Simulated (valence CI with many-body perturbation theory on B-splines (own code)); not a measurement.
# A CI+MBPT run for Re+

Calculated by relativistic CI+MBPT: six valence electrons over a frozen Dirac-Fock core [Xe] 4f14, a basis of 7 s, 7 p, 8 d, 6 f, 4 g, 1 h functions for each j, with the one-electron correlation potential Σ1 (screened to all orders), the two-electron term Σ2, the three-electron term Σ3, Breit, model QED; selected single and double excitations, second order for the rest, scaled by the run's own slope (own B-spline code, finite nucleus).

Command, and the settings that its task file holds:

```sh
python run_cv.py task.json out
```

```
atom Re  Z=75  mass_number=187  rms_radius_fm=5.3698
core [Xe] 4f14
valence 5d5 6s1
avg = 1
basis = M
breit = 1
cap = 170000
capref = 1200
cscale = 1
de = 0.0
dress = 0
eps = 2e-08
extrap = 1
h = 0.27
hh = 1
l2 = 3
lcore = 6
maxit = 90
n2 = 5
natural = 1
nlev = 24
nno = [4, 4, 5, 4, 3, 1]
nroot = 14
nsp = [3, 3, 3, 2, 1, 0]
pt2 = 1
qed = 1
rpa = 1
s1 = 1
s2 = 1
s3 = 1
screen = 1
tol = 2e-05
whole = 1
```

It took 39 min on 1 thread of Intel(R) Xeon(R) Processor @ 2.30GHz (shared host).

Log. The first blocks belong to the next ion, which gives the ionisation energy. Fields: 2J, parity (1 odd), roots, reference size, generating configurations, candidates as configurations/state functions, variational space P, stored matrix elements, Davidson steps; e2 is the range of second-order energies in hartree. The first line gives the box (bohr), its intervals, the orbitals and the steps of their self-consistent field. Window is the range of levels sought, series limit the energy at which the first omitted orbital would enter, core excitation an estimate of the first excitation out of the core, left out the lowest levels not solved, and shifts from estimates the range by which levels moved from their first estimate, all in cm⁻¹.

```
rmax 28.0 intervals 65 orbitals 59 references ['5d5 6s', '5d4 6s2', '5d6', '5d5 6p', '5d4 6s 6p'] scf 9 t 2.1
2J=5 par=0 roots 2 ref 29 generators 9 cand 7583/85742 P 1445/16994 nnz 5.4e+07 it 11
2J=5 par=0 roots 2 ref 29 generators 62 cand 53382/1473134 P 3827/56512 nnz 2.9e+08 it 14
   second order: generators 165 cand 126673/4203792 e2 -0.00170 -0.00129
reference levels 716, estimated 97, window 26844 1/cm; series limit 106318, core excitation 301329
2J=6 par=0 roots 8 ref 29 generators 33 cand 57999/2545267 P 1829/33984 nnz 1.4e+08 it 16
2J=6 par=0 roots 8 ref 29 generators 130 cand 175183/13339251 P 3235/63391 nnz 4.3e+08 it 17
   second order: generators 407 cand 370574/32326424 e2 -0.01098 -0.00532
2J=0 par=0 roots 4 ref 14 generators 26 cand 44801/358940 P 7256/33999 nnz 7.6e+07 it 10
2J=0 par=0 roots 4 ref 14 generators 102 cand 141613/1814233 P 14889/92257 nnz 2.7e+08 it 13
   second order: generators 356 cand 340363/5723490 e2 -0.00239 -0.00158
2J=4 par=0 roots 7 ref 33 generators 33 cand 57646/2145229 P 2149/33960 nnz 1.3e+08 it 16
2J=4 par=0 roots 7 ref 33 generators 119 cand 160809/8899415 P 3960/65583 nnz 4.3e+08 it 23
   second order: generators 407 cand 344912/24367567 e2 -0.00909 -0.00641
2J=8 par=0 roots 5 ref 26 generators 21 cand 38656/1309133 P 1879/33976 nnz 1.5e+08 it 18
2J=8 par=0 roots 5 ref 26 generators 110 cand 143557/10566925 P 3278/62440 nnz 4.3e+08 it 17
   second order: generators 379 cand 363664/33107651 e2 -0.00929 -0.00690
2J=2 par=0 roots 5 ref 19 generators 16 cand 34968/735589 P 2646/33996 nnz 1.3e+08 it 12
2J=2 par=0 roots 5 ref 19 generators 99 cand 149443/5733609 P 5230/67472 nnz 4e+08 it 14
   second order: generators 356 cand 360873/16853614 e2 -0.00540 -0.00420
2J=12 par=0 roots 2 ref 8 generators 7 cand 8162/125788 P 2217/33940 nnz 1.5e+08 it 10
2J=12 par=0 roots 2 ref 8 generators 80 cand 145564/12212722 P 3725/61026 nnz 4.2e+08 it 16
   second order: generators 281 cand 346276/29265860 e2 -0.00515 -0.00475
2J=10 par=0 roots 3 ref 12 generators 11 cand 22033/864716 P 1722/33984 nnz 1.6e+08 it 10
2J=10 par=0 roots 3 ref 12 generators 64 cand 123671/8924893 P 2869/59122 nnz 4.2e+08 it 12
   second order: generators 276 cand 338577/30885177 e2 -0.00751 -0.00574
left out: unestimated 45565, estimated 29452, shifts from estimates -399 to 681
operators 7.3
```

The Davidson iterations converged.

Against 7 measured levels this calculation errs by 461 cm⁻¹ on average and by 605 at most. These come from a selection out of the NIST Handbook of Basic Atomic Spectroscopic Data. Levels without a partner in it may be off by more, other configurations by 1,000 to 4,000 cm⁻¹. Among the levels kept, up to 2300 cm⁻¹ of a level comes from second order outside the variational space, and about a tenth of that is noise between levels of different J, which matters for small intervals. Only levels of the ground parity were solved; by the run's estimate the other parity begins above the list, which can be wrong where configurations are misplaced. 1 measured level below the end of the list, from 13777 cm⁻¹ on, found no clear computed partner.

- Valence energy: -10.59518 hartree
- Ionisation energy: 16.572 eV (NIST: 16.6 ± 0.5 eV (semi-empirical))
- Reference configurations for the orbitals: 5d5 6s, 5d4 6s2, 5d6, 5d5 6p, 5d4 6s 6p
- Radial orbitals: 59
- Box radius: 28.01 bohr
- Largest variational space: 92257
- Lowest levels: 5d5 6s 7S_3 0.0000, 5d4 6s2 5D_0 [a] 1.754, 5d5 6s 5D_2 1.825, 5d4 6s2 5D_1 1.867, 5d6 5D_4 1.874, 5d5 6s 5D_3 1.893, 5d5 6s 5S_2 2.150, 5d5 6s 5G_2 2.408, 5d5 6s 5G_3 [a] 2.448, 5d5 6s 5G_4 2.605, 5d5 6s 5G_6 2.650, 5d5 6s 5G_5 2.669, 5d5 6s 5G_3 [b] 2.759, 5d5 6s 3D_2 2.855 eV

Names give the largest LS component (configuration and term), which can be under half, so a name can repeat, a term be missing and a line seem to break the LS rules; names also repeat where a configuration has a term twice. Letters in brackets count levels of one name in rising energy.
